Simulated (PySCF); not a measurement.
Vertical excitations of a molecule CH7NSi from TDA-ωB97X/def2-SVPD (PySCF 2.14.0), as energy in eV (oscillator strength): 6.72 (0.045), 8.12 (0.050), 8.43 (0.000), 8.49 (0.012), 8.76 (0.053), 8.76 (0.090), 8.85 (0.030), 9.11 (0.017), 9.35 (0.018), 9.70 (0.059). Lowest triplet (TDA): 6.44 eV. Geometry optimised at PBE0-D3(BJ)/def2-SVP. One conformer was computed; it need not be the lowest.

### Question
Which structure fits?
(A) C[SiH2]N
(B) NC[SiH3]
(C) CN[SiH3]

### Answer
A, C[SiH2]N
